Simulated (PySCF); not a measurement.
SMILES CO[Si](N[SiH3])(OC)OC (C₃H₁₃NO₃Si₂) (GFN2-xTB optimised geometry):

```
22

Si    -1.108    -1.114     3.041
N     -1.242    -1.522     1.370
Si    -0.560    -0.696     0.000
O      1.062    -0.696     0.000
C      1.896    -0.054     0.924
O     -1.029     0.853     0.000
C     -2.339     1.335     0.125
O     -1.050    -1.406    -1.371
C     -0.546    -2.584    -1.937
H     -0.953     0.336     3.140
H      0.044    -1.776     3.677
H     -2.350    -1.579     3.667
H     -1.653    -2.420     1.177
H      1.700     1.019     0.935
H      2.927    -0.237     0.620
H      1.731    -0.452     1.929
H     -2.819     0.909     1.009
H     -2.283     2.420     0.224
H     -2.927     1.077    -0.757
H     -0.917    -2.643    -2.960
H      0.544    -2.574    -1.940
H     -0.889    -3.458    -1.377
```

Computed with B3LYP/def2-SVP in PySCF.

**Question.** What are the frontier orbital energies and the dipole moment?

**Answer.** HOMO-2 -7.93 eV, HOMO-1 -7.70 eV, HOMO -6.93 eV, LUMO 0.52 eV, LUMO+1 1.58 eV; dipole moment 1.30 D.

On the same geometry PBE/def2-SVP in PySCF 2.14.0 gives HOMO-2 -6.58 eV, HOMO-1 -6.34 eV, HOMO -5.73 eV, LUMO -0.14 eV, LUMO+1 0.90 eV; dipole moment 1.21 D.

Meta-Löwdin charges at B3LYP/def2-SVP: Si1 0.65, N2 -0.80, Si3 1.46, O4 -0.61, C5 -0.06, O6 -0.61, C7 -0.05, O8 -0.61, C9 -0.06, H10 -0.12, H11 -0.14, H12 -0.12, H13 0.22, H14 0.09, H15 0.10, H16 0.08, H17 0.08, H18 0.10, H19 0.09, H20 0.10, H21 0.10, H22 0.08.
